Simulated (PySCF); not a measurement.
C2H7B2NO2.
Geometry (PBE0-D3(BJ)/def2-SVP, Å), atoms numbered from 1 in this order:
```
atom  x, y, z in Å
B1     2.686    0.541   -0.564
N2     1.406   -0.241   -0.246
C3     0.447   -0.829   -0.003
C4    -0.788   -1.510    0.303
B5    -2.030   -0.545    0.012
O6    -2.358   -0.357   -1.288
O7    -2.644    0.000    1.088
H8     2.354    1.443   -1.323
H9     3.454   -0.258   -1.085
H10    3.100    0.957    0.511
H11   -0.773   -1.819    1.359
H12   -0.859   -2.412   -0.327
H13   -3.079    0.254   -1.466
H14   -3.380    0.593    0.907
```

Linear response at PBE0/def2-SVPD (PySCF, frozen core in the response, non-relativistic).

Static isotropic polarisability: 75.75 au (11.23 Å³), principal values 60.4, 63.3, 103.5 au.

Task: What is the polarisability at 1064 nm and at the sodium D line?

Result: 76.60 au at 1064 nm (+1.1 %), 78.64 au at 589.3 nm (+3.8 %). The rise at 589.3 nm is 3.42 times that at 1064 nm; a pure ω² law gives 3.26. The lowest singlet lies at 222 nm, shorter than both wavelengths.

Task: What is the isotropic C6 coefficient between two such molecules, C6 = (3/π)∫α(iω)² dω?

Result: 2183 au (Eh·bohr⁶) by a ten-point quadrature over imaginary frequencies, which is 1300 eV·Å⁶ or 126 J·nm⁶/mol.

Task: Which effective excitation energy ω̄ makes London's formula C6 = (3/4)α²ω̄ exact here?

Result: ω̄ = 4·C6/(3α²) = 0.507 Eh = 13.8 eV. A one-pole form α(ω) = α/(1 − ω²/ω̄²) fitted to the 1064 nm value gives 11.1 eV.

Task: The lowest 6 singlets have (eV, f): 5.59, 0.001; 5.74, 0.025; 5.75, 0.004; 5.80, 0.006; 5.81, 0.001; 6.55, 0.433. What share of the static polarisability do they carry in the sum over states α = Σ f/ω²?

Result: 8.30 au, 11.0 % of α; the largest term, 7.48 au, is that of the state at 6.55 eV. Their oscillator strengths add up to 0.47. Higher states carry the rest.

Task: What molar refraction at the D line follows from R = (4π/3)·N_A·α′, with α′ the polarisability volume?

Result: α′ = 11.65 Å³ gives R = 29.39 cm³/mol, for isolated, non-vibrating species.

Task: What n − 1 at the D line would an ideal gas of it have at 273.15 K and 1 atm (2.6868 × 10¹⁹ cm⁻³), by n − 1 = 2π·N·α′?

Result: 19.67 × 10⁻⁴, a formal value whether or not that pressure can be reached.

One conformer stands for the species.
